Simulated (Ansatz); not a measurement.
Molecular dynamics of C₂H₉BOSi

Input:

```yaml
crystal:
  periodic: [false, false, false]
  atoms:
    - { symbol: B, position_ang: [-1.76994, 1.497036, 0.201717] }
    - { symbol: O, position_ang: [-1.058361, 0.565987, -0.451286] }
    - { symbol: C, position_ang: [0.185281, 0.061419, 0.167384] }
    - { symbol: C, position_ang: [1.368661, 0.475593, -0.744306] }
    - { symbol: Si, position_ang: [0.05291, -1.821652, 0.377819] }
    - { symbol: H, position_ang: [-1.441009, 1.91935, 1.248316] }
    - { symbol: H, position_ang: [-2.747814, 1.86336, -0.333466] }
    - { symbol: H, position_ang: [0.321456, 0.541533, 1.15632] }
    - { symbol: H, position_ang: [1.255199, 0.049779, -1.749559] }
    - { symbol: H, position_ang: [2.314316, 0.117095, -0.316901] }
    - { symbol: H, position_ang: [1.421601, 1.568958, -0.834687] }
    - { symbol: H, position_ang: [-1.108793, -2.135215, 1.173114] }
    - { symbol: H, position_ang: [1.242278, -2.284043, 1.051019] }
    - { symbol: H, position_ang: [-0.048685, -2.448501, -0.916685] }
basis:
  gaussian: { orbitals: STO-3G }
hamiltonian:
  xc: pbe0
  dispersion: d4
md:
  timestep: 0.5
  n_steps: 166
  ensemble: nvt_langevin
  temperature: 100.0
  initial_velocities: maxwell_boltzmann
  seed: 650171
  friction: 0.02
  temperature_schedule:
    - { n_steps: 41, end_temperature: 100.0 }
    - { n_steps: 125, end_temperature: 25.0 }
scf:
  lower_state_search: "off"
```

Launched with:

```bash
$ ansatz run input.yaml --threads 1 --pin off --max-ram 2048MiB --backend cpu --events-out ev --progress --plain --runs-dir out
```

It starts from a relaxed structure.

Output, in part (one step line in 6, the closing report, with atoms numbered from 0):

```
md step     0: t =     0.00 fs  T =    92.9 K (target 100.0 K)  F+E_penalty+E_count = -12660.99554485 eV  E_kin = 0.168038 eV  (12 SCF iters)
md step     6: t =     3.00 fs  T =    66.6 K (target 100.0 K)  F+E_penalty+E_count = -12660.94379712 eV  E_kin = 0.120510 eV  (12 SCF iters)
md step    12: t =     6.00 fs  T =    51.5 K (target 100.0 K)  F+E_penalty+E_count = -12660.90810903 eV  E_kin = 0.093286 eV  (13 SCF iters)
md step    18: t =     9.00 fs  T =    59.2 K (target 100.0 K)  F+E_penalty+E_count = -12660.89618700 eV  E_kin = 0.107133 eV  (13 SCF iters)
md step    24: t =    12.00 fs  T =   103.0 K (target 100.0 K)  F+E_penalty+E_count = -12660.93250890 eV  E_kin = 0.186399 eV  (13 SCF iters)
md step    30: t =    15.00 fs  T =    88.1 K (target 100.0 K)  F+E_penalty+E_count = -12660.89685869 eV  E_kin = 0.159512 eV  (13 SCF iters)
md step    36: t =    18.00 fs  T =    60.8 K (target 100.0 K)  F+E_penalty+E_count = -12660.86469604 eV  E_kin = 0.109959 eV  (13 SCF iters)
md step    42: t =    21.00 fs  T =    75.4 K (target 99.7 K)  F+E_penalty+E_count = -12660.88354784 eV  E_kin = 0.136530 eV  (13 SCF iters)
md step    48: t =    24.00 fs  T =    93.3 K (target 96.1 K)  F+E_penalty+E_count = -12660.88779649 eV  E_kin = 0.168844 eV  (13 SCF iters)
md step    54: t =    27.00 fs  T =    59.4 K (target 92.5 K)  F+E_penalty+E_count = -12660.81828022 eV  E_kin = 0.107446 eV  (13 SCF iters)
md step    60: t =    30.00 fs  T =    66.1 K (target 88.9 K)  F+E_penalty+E_count = -12660.83424317 eV  E_kin = 0.119684 eV  (13 SCF iters)
md step    66: t =    33.00 fs  T =    79.3 K (target 85.3 K)  F+E_penalty+E_count = -12660.85911177 eV  E_kin = 0.143455 eV  (12 SCF iters)
md step    72: t =    36.00 fs  T =    78.5 K (target 81.7 K)  F+E_penalty+E_count = -12660.84784672 eV  E_kin = 0.142103 eV  (13 SCF iters)
md step    78: t =    39.00 fs  T =    78.3 K (target 78.1 K)  F+E_penalty+E_count = -12660.81237135 eV  E_kin = 0.141706 eV  (13 SCF iters)
md step    84: t =    42.00 fs  T =    82.0 K (target 74.5 K)  F+E_penalty+E_count = -12660.83240744 eV  E_kin = 0.148373 eV  (13 SCF iters)
md step    90: t =    45.00 fs  T =    80.3 K (target 70.9 K)  F+E_penalty+E_count = -12660.81754965 eV  E_kin = 0.145298 eV  (13 SCF iters)
md step    96: t =    48.00 fs  T =    81.6 K (target 67.3 K)  F+E_penalty+E_count = -12660.80786512 eV  E_kin = 0.147601 eV  (12 SCF iters)
md step   102: t =    51.00 fs  T =    95.0 K (target 63.7 K)  F+E_penalty+E_count = -12660.81921313 eV  E_kin = 0.171863 eV  (12 SCF iters)
md step   108: t =    54.00 fs  T =   106.0 K (target 60.1 K)  F+E_penalty+E_count = -12660.86651224 eV  E_kin = 0.191841 eV  (13 SCF iters)
md step   114: t =    57.00 fs  T =    88.2 K (target 56.5 K)  F+E_penalty+E_count = -12660.83456315 eV  E_kin = 0.159655 eV  (13 SCF iters)
md step   120: t =    60.00 fs  T =    80.8 K (target 52.9 K)  F+E_penalty+E_count = -12660.82123614 eV  E_kin = 0.146185 eV  (13 SCF iters)
md step   126: t =    63.00 fs  T =   108.8 K (target 49.3 K)  F+E_penalty+E_count = -12660.87489782 eV  E_kin = 0.196948 eV  (12 SCF iters)
md step   132: t =    66.00 fs  T =    89.7 K (target 45.7 K)  F+E_penalty+E_count = -12660.85339560 eV  E_kin = 0.162272 eV  (13 SCF iters)
md step   138: t =    69.00 fs  T =   103.1 K (target 42.1 K)  F+E_penalty+E_count = -12660.86989324 eV  E_kin = 0.186650 eV  (13 SCF iters)
md step   144: t =    72.00 fs  T =   108.2 K (target 38.5 K)  F+E_penalty+E_count = -12660.89284836 eV  E_kin = 0.195772 eV  (12 SCF iters)
md step   150: t =    75.00 fs  T =   104.9 K (target 34.9 K)  F+E_penalty+E_count = -12660.91340951 eV  E_kin = 0.189863 eV  (13 SCF iters)
md step   156: t =    78.00 fs  T =    88.1 K (target 31.3 K)  F+E_penalty+E_count = -12660.90714263 eV  E_kin = 0.159503 eV  (12 SCF iters)
md step   162: t =    81.00 fs  T =    59.3 K (target 27.7 K)  F+E_penalty+E_count = -12660.87395894 eV  E_kin = 0.107308 eV  (13 SCF iters)
md step   166: t =    83.00 fs  T =    61.2 K (target 25.3 K)  F+E_penalty+E_count = -12660.88740553 eV  E_kin = 0.110809 eV  (13 SCF iters)
Total energy: -12660.88742454 eV, -465.2790309942 hartree
Atom 0 at    -1.812430     1.374946     0.178664 Å, force     0.718675    -0.622865    -0.016337 eV/Å
Atom 1 at    -1.008384     0.517480    -0.473127 Å, force    -0.600482     0.249401     0.069216 eV/Å
Atom 2 at     0.168632     0.003749     0.224112 Å, force     0.426181    -1.018685    -0.238641 eV/Å
Atom 3 at     1.359090     0.358900    -0.714347 Å, force    -0.072819     0.395211     1.088214 eV/Å
Atom 4 at     0.009731    -1.913005     0.354181 Å, force    -0.422724     0.435936     0.294985 eV/Å
Atom 5 at    -1.573609     1.685134     1.278648 Å, force    -0.138560     0.234696     0.204425 eV/Å
Atom 6 at    -2.719955     1.727784    -0.431522 Å, force    -0.690776     0.413227    -0.237854 eV/Å
Atom 7 at     0.265670     0.485797     1.221207 Å, force     0.142798    -0.087411    -0.203772 eV/Å
Atom 8 at     1.140666    -0.017395    -1.708246 Å, force     0.186597    -0.396161    -0.439059 eV/Å
Atom 9 at     2.307727    -0.037261    -0.312328 Å, force    -0.199915     0.056066    -0.319526 eV/Å
Atom 10 at     1.419013     1.447904    -0.788192 Å, force     0.283080     0.232893    -0.018672 eV/Å
Atom 11 at    -1.283659    -2.270649     0.898177 Å, force     0.136307     0.115656     0.072683 eV/Å
Atom 12 at     1.047120    -2.436313     1.217587 Å, force    -0.002018     0.049588    -0.182383 eV/Å
Atom 13 at     0.067603    -2.462389    -0.973806 Å, force     0.233654    -0.057553    -0.073277 eV/Å
Dipole moment:     0.390037    -0.241798     0.099538 e Å
```

All steps were run. The schedule's set-point averaged 50 K over the second half and the system 91 K, so it lags behind the ramp. A run of 0.083 ps of so small a system gives no equilibrium averages. Limits of this set-up: minimal basis.

The same pairs are bonded in the first frame and the last. Pairs count as bonded within 1.25 times the sum of covalent radii (0.12 Å more for H–H).

Last frame:

```xyz
14
Properties=species:S:1:pos:R:3
B -1.812 1.375 0.179
O -1.008 0.517 -0.473
C 0.169 0.004 0.224
C 1.359 0.359 -0.714
Si 0.010 -1.913 0.354
H -1.574 1.685 1.279
H -2.720 1.728 -0.431
H 0.266 0.486 1.221
H 1.141 -0.017 -1.708
H 2.308 -0.037 -0.312
H 1.419 1.448 -0.788
H -1.284 -2.271 0.898
H 1.047 -2.436 1.218
H 0.068 -2.462 -0.974
```

The run took 4.1 min on 1 thread of Intel(R) Xeon(R) Platinum 8488C (Sapphire Rapids), with other jobs on the host, peak memory 0.2 GiB.
